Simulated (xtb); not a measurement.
C₂H₅AlClF, SMILES C[CH2][Al]([F])[Cl]. All values are semi-empirical tight-binding results from xtb (GFN2-xTB unless named), good for trends rather than for accurate numbers. Coordinates come from a GFN2-xTB optimisation. The structure was generated by enumeration; whether it is a known compound was not checked. The values are those of a single conformer.

Optimised geometry:

Bond lengths (Å): Al1–F2 1.657, Al1–Cl3 2.029, Al1–C4 2.000, C4–C5 1.533, C4–H6 1.096, C4–H7 1.096, C5–H8 1.089, C5–H9 1.089, C5–H10 1.090. Bond angles (°): F2–Al1–Cl3 116.9, F2–Al1–C4 115.9, Cl3–Al1–C4 127.2, Al1–C4–C5 110.9, Al1–C4–H6 110.6, Al1–C4–H7 110.6, C5–C4–H6 109.8, C5–C4–H7 109.8, H6–C4–H7 105.1, C4–C5–H8 110.7, C4–C5–H9 110.7, C4–C5–H10 110.9, H8–C5–H9 107.6, H8–C5–H10 108.4, H9–C5–H10 108.4.

For metal compounds this method's bond lengths and energies can be far off.

```yaml
point_group_as_xtb_finds_it: Cs
orbital_gap: 4.08 eV
zero_point_energy: 42.1 kcal/mol
G − E(el) at 298.15 K (modified RRHO): 21.6 kcal/mol
```

Q: Give the atomic charges and the Wiberg bond orders between heavy atoms. (The exact figures need the calculation; the answer reports its results.)

A: charges (e) Al1 0.40, F2 -0.26, Cl3 -0.16, C4 -0.14, C5 -0.10, H6 0.06, H7 0.06, H8 0.05, H9 0.05, H10 0.04. Bond orders Al1–F2 1.21, Al1–Cl3 1.33, Al1–C4 1.00, C4–C5 1.00.
